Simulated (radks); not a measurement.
Results of a calculation; reference values are marked as such.
Task: These are the eigenvalues of the occupied orbitals of an atom or ion with whole-number occupations (eV). Code: a radial shooting solver on a logarithmic mesh with Libxc functionals. Model: scalar-relativistic Kohn-Sham, SOGGA, spin-polarised, spherical densities, point nucleus.

1s up: -24177.56
1s down: -24177.56
2s up: -3551.879
2s down: -3551.529
2p up: -3187.617
2p down: -3187.349
3s up: -660.8794
3s down: -660.6806
3p up: -541.1801
3p down: -540.9567
3d up: -350.9427
3d down: -350.6135
4s up: -110.9183
4s down: -109.4830
4p up: -76.6015
4p down: -75.1110
4d up: -27.8756
4d down: -26.4116

Which element is it, and in what charge state? The configuration may be excited. Open shells, if any, are filled with parallel spins first.

Result: Z = 46, palladium, charge +2: Pd2+ in [Kr] 4d8. The list shows which subshells hold electrons but not how many an open one holds; the 1s level, -888.51 hartree, gives Z - s = 42.2 by -(Z - s)^2/2, which with screening and relativity narrows Z to a few neighbours, and the depths of the outer levels then fix element, charge and occupations together.
